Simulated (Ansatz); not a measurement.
One change: `N[CH]([SiH3])[InH2]` becomes `N[CH]([SiH3])[SbH2]`.

Ansatz, PBE0-D4/def2-TZVP geometries, multiplicity 1. Each molecule was computed in one conformer, which needn't be the lowest.

Elements past krypton have def2 core potentials.  Spin–orbit coupling is left out; it splits and shifts lone-pair levels of the heavy atoms by tenths of an eV.

```csv
property,`N[CH]([SiH3])[InH2]`
HOMO energy (PBE/def2-TZVPP) / eV,-4.91
HOMO–LUMO gap (PBE0/def2-TZVPP) / eV,4.22
size of the dipole moment (ωB97M-V/def2-TZVPP) / D,1.08
HOMO energy (PBE0/def2-TZVPP) / eV,-6.04
HOMO–LUMO gap (PBE/def2-TZVPP) / eV,2.37
LUMO energy (PBE/def2-TZVPP) / eV,-2.53
```

Question: Give the same properties after the change, and the shifts. (Best estimate.)

Answer: Ansatz gave: 
```
                                          property  `N[CH]([SiH3])[SbH2]`  shift
                 HOMO energy (PBE/def2-TZVPP) / eV                  -5.34  -0.43
              HOMO–LUMO gap (PBE0/def2-TZVPP) / eV                   6.07   1.85
size of the dipole moment (ωB97M-V/def2-TZVPP) / D                   0.61  -0.47
                HOMO energy (PBE0/def2-TZVPP) / eV                  -6.59  -0.55
               HOMO–LUMO gap (PBE/def2-TZVPP) / eV                   4.05   1.68
                 LUMO energy (PBE/def2-TZVPP) / eV                  -1.28   1.25
```

With PBE0 the HOMO falls by 0.55 eV and the LUMO rises by 1.30 eV, so the gap widens by about 1.85 eV. PBE moves the HOMO by -0.43 eV and ωB97M-V by -0.59 eV. Dipoles are sizes alone; their direction can turn.

Positive LUMOs are unbound, so they and the gaps depend on the basis.
